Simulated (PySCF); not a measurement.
Job file and geometry (Å, from GFN2-xTB) of an NMR shielding run on `C=CCN1C[SiH2][Si@@H](P)C1`, C$_{5}$H$_{14}$NPSi$_{2}$, GIAO PBE0/pcSseg-1 NMR shielding, non-relativistic, gas phase in PySCF; density fitting, a coarse starting grid and PySCF grid level 2 are the driver's defaults:

```
$ OMP_NUM_THREADS=1 python probes_run.py task.json out

{"job": {"kind": "nmr", "xc": "PBE0", "basis": "pcSseg-1"}, "charge": 0, "multiplicity": 1}
C      3.587993     0.752182    -0.516956
C      2.298515     0.932412    -0.730113
C      1.347214    -0.143716    -1.151511
N      0.148782    -0.127134    -0.326752
C      0.438495    -0.466677     1.058739
Si    -1.148455    -0.101829     2.065254
Si    -2.468740    -0.622827     0.219460
P     -3.707597     0.929373    -0.835023
C     -0.914041    -0.957545    -0.864571
H      4.238231     1.560515    -0.228648
H      4.051691    -0.214616    -0.630861
H      1.843989     1.906560    -0.608275
H      1.039689     0.052746    -2.185824
H      1.848625    -1.128704    -1.127689
H      1.285676     0.138676     1.383838
H      0.745351    -1.523433     1.155519
H     -1.206350    -0.955953     3.257313
H     -1.146484     1.292841     2.524364
H     -3.322204    -1.827251     0.239096
H     -4.440188     1.271015     0.287317
H     -2.806039     1.959288    -0.634357
H     -0.638745    -2.026177    -0.859703
H     -1.080160    -0.672763    -1.905444
```

Q: Write the output of this run.

A: 
```
coarse grid: 20048 points
cycle   1  E = -1173.1681571571  dE =  8.684e-01  |g| = 3.987e-01  |ddm| = 4.336e+00
cycle   2  E = -1173.1617847689  dE =  6.372e-03  |g| = 4.312e-01  |ddm| = 9.136e-01
cycle   3  E = -1173.2118013995  dE = -5.002e-02  |g| = 7.564e-02  |ddm| = 5.574e-01
cycle   4  E = -1173.2128758107  dE = -1.074e-03  |g| = 3.688e-02  |ddm| = 1.165e-01
cycle   5  E = -1173.2131799895  dE = -3.042e-04  |g| = 8.050e-03  |ddm| = 4.250e-02
cycle   6  E = -1173.2131925199  dE = -1.253e-05  |g| = 3.666e-03  |ddm| = 1.031e-02
cycle   7  E = -1173.2131957781  dE = -3.258e-06  |g| = 6.909e-04  |ddm| = 3.461e-03
final grid: 178024 points
cycle   8  E = -1173.2644951174  dE = -4.081e-05  |g| = 8.235e-03  |ddm| = 3.546e-02
cycle   9  E = -1173.2644847449  dE =  1.037e-05  |g| = 1.019e-02  |ddm| = 2.036e-02
cycle  10  E = -1173.2645128656  dE = -2.812e-05  |g| = 1.593e-03  |ddm| = 1.269e-02
cycle  11  E = -1173.2645134784  dE = -6.128e-07  |g| = 2.987e-04  |ddm| = 1.786e-03
cycle  12  E = -1173.2645134960  dE = -1.761e-08  |g| = 1.016e-04  |ddm| = 3.271e-04
cycle  13  E = -1173.2645134985  dE = -2.480e-09  |g| = 3.115e-05  |ddm| = 1.223e-04
cycle  14  E = -1173.2645134987  dE = -2.226e-10  |g| = 8.633e-06  |ddm| = 3.293e-05
converged SCF energy = -1173.2645134987

GIAO shielding tensors (ppm)
atom      isotropic    diamagn.    paramagn.     s11        s22        s33       span
  0 C       63.473     253.031    -189.558    -52.380     80.799    161.999    214.379
  1 C       37.649     255.958    -218.309    -82.570     45.182    150.334    232.905
  2 C      116.078     247.226    -131.148     90.611    105.954    151.670     61.058
  3 N      206.784     327.557    -120.773    160.753    204.573    255.027     94.274
  4 C      144.141     253.517    -109.375    112.789    132.879    186.757     73.968
  5 Si     415.905     881.674    -465.769    389.411    406.967    451.337     61.926
  6 Si     395.167     881.543    -486.377    358.355    398.084    429.060     70.706
  7 P      616.497     967.431    -350.933    548.030    606.124    695.338    147.308
  8 C      136.860     252.231    -115.371    112.285    118.163    180.131     67.847
  9 H       26.289      28.318      -2.029     22.913     25.248     30.705      7.792
 10 H       26.143      30.858      -4.715     22.413     25.383     30.631      8.218
 11 H       25.485      33.044      -7.560     21.971     24.811     29.671      7.701
 12 H       28.009      32.192      -4.184     23.091     27.750     33.185     10.094
 13 H       29.100      33.291      -4.191     25.127     28.117     34.057      8.930
 14 H       28.538      34.137      -5.599     22.506     29.521     33.587     11.081
 15 H       30.630      33.456      -2.826     25.586     29.107     37.197     11.611
 16 H       27.733      29.528      -1.795     24.123     24.925     34.150     10.027
 17 H       27.926      30.143      -2.218     24.710     25.363     33.704      8.994
 18 H       27.304      29.279      -1.975     23.372     25.155     33.385     10.014
 19 H       30.675      29.767       0.908     25.008     27.536     39.482     14.475
 20 H       30.440      31.822      -1.382     24.641     29.266     37.413     12.771
 21 H       29.755      32.470      -2.715     24.679     28.955     35.631     10.952
 22 H       29.259      33.479      -4.220     24.926     28.632     34.218      9.292
```

Q: Turn these shieldings into chemical shifts. Scale: ¹³C (σref 186.93) and ²⁹Si (σref 349.16) and ¹H (σref 31.72) vs TMS; NH3 for ¹⁵N (σref 267.73); ³¹P (σref 318.38) vs H3PO4 (reference shieldings calculated alike).

A: Averaging equivalent atoms: C 1: 149.3; C 0: 123.5; C 2: 70.8; C 8: 50.1; C 4: 42.8; N 3: 60.9; Si 6: -46.0; Si 5: -66.7; P 7: -298.1; H 11: 6.23; H 10: 5.57; H 9: 5.43; H 18: 4.41; H 16: 3.98; H 17: 3.79; H 12: 3.71; H 14: 3.18; H 13: 2.62; H 22: 2.46; H 21: 1.96; H 19/20: 1.16; H 15: 1.09 ppm. Experimental scales use liquid or dissolved standards, which lie at an offset from isolated NH3 (liquid NH3: subtract about 20 ppm) and H3PO4.

Size and cost of the density-fitted run: 244 basis functions, 110 s wall time on 1 thread of an Arm Neoverse N1, shared host; peak memory 1.1 GiB.
